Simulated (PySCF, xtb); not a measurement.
GeCl2I2, SMILES [Cl][Ge]([Cl])([I])[I].

Harmonic wavenumbers (cm⁻¹) from GFN2-xTB run with xtb 6.7.1 at its own minimum, in rising order: 66, 90, 112, 116, 118, 211, 278, 349, 359.

Problem. What does PBE-D3(BJ)/def2-SVP (PySCF) give at its own minimum? (An estimate is asked for; the answer gives what the named calculation found.)

Solution. 65, 88, 111, 120, 131, 211, 274, 403, 426. Paired by order, the mean absolute difference is 16 cm⁻¹ and the zero-point energies are 2.4 and 2.6 kcal/mol.
